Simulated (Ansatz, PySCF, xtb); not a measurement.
Reaction 3 R1 + R2 + R3 → 4 P1 + P2, each structure at its B3LYP-D3(BJ)/def2-TZVP stationary point, reached from a drawn start (curvature not checked).
P1: H2 (SMILES [H][H]), charge 0, multiplicity 1.
R1: HCl (SMILES Cl), charge 0, multiplicity 1.
R2, HF (SMILES F) (charge 0, multiplicity 1):
```xyz
2

F      0.00000     0.00000     0.46223
H      0.00000     0.00000    -0.46223
```
R3, SiH4 (SMILES [SiH4]) (charge 0, multiplicity 1):
```xyz
5

Si     0.0000     0.0000     0.0000
H      0.8547     0.8547     0.8547
H     -0.8547    -0.8547     0.8547
H     -0.8547     0.8547    -0.8547
H      0.8547    -0.8547    -0.8547
```
P2: Cl3FSi (SMILES F[Si](Cl)(Cl)Cl), charge 0, multiplicity 1.

P less R. No zero-point or thermal terms.

Frozen-core correlation throughout.

Run with Ansatz (Gaussian basis) for Hartree–Fock, density functionals and correlated methods; PySCF for M06-2X and the D3/D4 terms; xtb for the GFN methods. Each number belongs to the level named beside it.

```csv
level,reaction energy (kcal/mol)
GFN2-xTB,-44.31
PBE-D3(BJ)/def2-TZVPP,-80.92
BLYP/def2-TZVPP,-76.55
BLYP-D3(BJ)/def2-TZVPP,-82.91
B97M-V/def2-TZVPP,-85.34
B3LYP/def2-TZVPP,-76.31
PBE0/def2-TZVPP,-77.09
M06-2X/def2-TZVPP,-88.76
CCSD/cc-pV(Q+d)Z,?
```

**Question.** Some entries are withheld; supply them.

**Answer.** 
- CCSD/cc-pV(Q+d)Z, reaction energy (kcal/mol): -78.96

Ansatz is a quantum-chemistry and plane-wave program.
